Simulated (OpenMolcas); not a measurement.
# Ni7+, Pd7+, Pt7+: d³ down the group

```json
{
  "Program": "OpenMolcas 26.06",
  "Method": "MS-RASPT2, IPEA 0.25 Eh, imaginary shift 0.1 Eh",
  "Basis": "ANO-RCC-VQZP",
  "Scalar Hamiltonian": "DKH2, point nucleus",
  "Spin-orbit coupling": "RASSI with atomic mean-field integrals over the reference wave functions, term energies averaged over their components"
}
```

Active space for each ion: 9 electrons in 8 orbitals (RAS1 p, at most 2 holes; RAS2 d); closed shells correlated by CASPT2: Ni7+ 3s; Pd7+ 4s; Pt7+ 5s.

Computed levels in cm-1 above ⁴F_3/2:

| Level | Ni7+ | Pd7+ | Pt7+ |
| --- | --- | --- | --- |
| ⁴F_5/2 | 965 | 2370 | 10140 |
| ⁴F_7/2 | 2240 | 5090 | 17110 |
| ⁴P_1/2 | 24160 | 16860 | 22490 |
| ⁴P_5/2 | 25700 | 20410 | 33950 |
| ²G_7/2 | 26500 | 20200 | 32030 |
| ²G_9/2 | 27700 | 21350 | 52320 |
| ²P_3/2 | 33440 | 32450 | 56410 |
| ²P_1/2 | 33880 | 26020 | 40340 |
| ²H_9/2 | 36590 | 28740 | 33690 |
| weight of ⁴F in the lowest level (%) | 100 | 97 | 76 |

Mixed levels, with the weight of the term that names them: Ni7+ ²P_3/2 (55 %), Pd7+ ²G_9/2 (59 %), Pd7+ ²P_3/2 (55 %), Pd7+ ²H_9/2 (64 %), Pt7+ ⁴P_1/2 (68 %), Pt7+ ²G_7/2 (74 %), Pt7+ ²G_9/2 (58 %), Pt7+ ²P_3/2 (56 %), Pt7+ ²P_1/2 (68 %), Pt7+ ²H_9/2 (54 %).

Measured, with the error of the calculation in %. Measured levels: Ni7+ from Corliss and Sugar, J. Phys. Chem. Ref. Data 10, 197 (1981).

```csv
Level,Ni7+
⁴F_5/2,1012 (-4.6)
⁴F_7/2,2184 (+2.6)
⁴P_1/2,23261 (+3.9)
⁴P_5/2,24669 (+4.2)
```

The fine-structure level ⁴F_7/2 changes by a factor of 7.64 from Ni7+ to Pt7+.

Without spin-orbit coupling ⁴P lies 22960, 14320, 13300 cm-1 above ⁴F in that order; the difference to the level ⁴P_1/2, of either sign, comes from spin-orbit coupling, which also lowers the zero.

CASPT2 does not keep the components of a term degenerate, so their means are used; among the terms shown or strongly mixed into the levels shown the widest spread is 1200 cm-1 (3d³ ⁴F, Ni7+). The CASPT2 spread within a term exceeds the gap to the next term for 3d³ ²D(1) and 3d³ ²H, so the order of their levels is uncertain (figures for Ni7+; the like holds for Pd7+). Active for correlation alone: 3p; no level in the range computed is led by a configuration that opens it, so any true level of that kind is missing (holds for Ni7+). Active for correlation alone: 4p; no level in the range computed is led by a configuration that opens it, so any true level of that kind is missing (holds for Pd7+). Active for correlation alone: 5p; no level in the range computed is led by a configuration that opens it, so any true level of that kind is missing (holds for Pt7+). Measured partners are found by configuration, term and J. A level has none where our copy of the source lacks it or the pairing is in doubt (some pairs that miss far off the trend of their configuration count as doubtful), and it then counts in no deviation. Only configurations of the active space appear.

A number in round brackets counts repeated terms of one configuration in the order of the reference energies.
